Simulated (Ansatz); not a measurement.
`[SH][Ge]([SH])([Cl])[Cl]` + H–F → `[F][Ge]([SH])([Cl])[Cl]` + H₂S at 600 K and 1 bar (ligand exchange at a Ge–S bond).

Calculated with Ansatz (gas phase, PBE0-D4/def2-TZVP geometries, no zero-point term in ΔE). CBS: MP2 limit from def2 TZ/QZ plus the TZ coupled-cluster correction, frozen cores. This one scheme is used for every species. For Ge outer-core shells are correlated without core-valence functions, which leaves a few kJ/mol of doubt a bond. Scalar relativity is left out up to krypton. Each species was taken in one conformer, which may not be the lowest.

```tsv
species	CCSD(T)/CBS energy (Eh)	H − E (kJ/mol)	S (J/(mol·K))
`[SH][Ge]([SH])([Cl])[Cl]`	-3792.56254	122.0	481.6
H–F	-100.39570	42.3	194.0
`[F][Ge]([SH])([Cl])[Cl]`	-3493.98744	95.4	452.3
H₂S	-398.97279	60.8	230.9
```

H − E and S are ideal-gas, rigid-rotor, harmonic terms from PBE0-D4/def2-TZVP, for one conformer and one mirror image of each species. 1 Eh = 2625.50 kJ/mol, R = 8.31446 J/(mol·K).

By hand: ΔE, ΔH, ΔS and ΔG.

ΔE = (-3493.98744) + (-398.97279) − (-3792.56254) − (-100.39570) = -0.00199 Eh = -5.2 kJ/mol. Δ(H − E) = 95.4 + 60.8 − 122.0 − 42.3 = -8.1, so ΔH = -13.3 kJ/mol. ΔS = 452.3 + 230.9 − 481.6 − 194.0 = 7.6 J/(mol·K). ΔG = -13.3 − 600 × (7.6)/1000 = -17.9 kJ/mol.

By hand: the equilibrium constant, and the temperature at which ΔG would vanish if ΔH and ΔS stayed fixed.

log₁₀ K = −ΔG/(RT ln 10) = 1.6. ΔH and −TΔS have one sign here, so there is no such temperature.

TΔS isn't small against ΔH here. A doubt of 5 kJ/mol in ΔE shifts log₁₀ K by 0.4 here. Other conformers and mirror images would add mixing entropy, several J/(mol·K) or more a flexible species. These are equilibria of isolated gas molecules and say nothing of rates. Largest T1 diagnostic: 0.011 (customary marks: 0.02 for closed shells, 0.045 for open ones).

ΔS is within the doubt of such terms, so its sign, and with it that verdict, could turn.
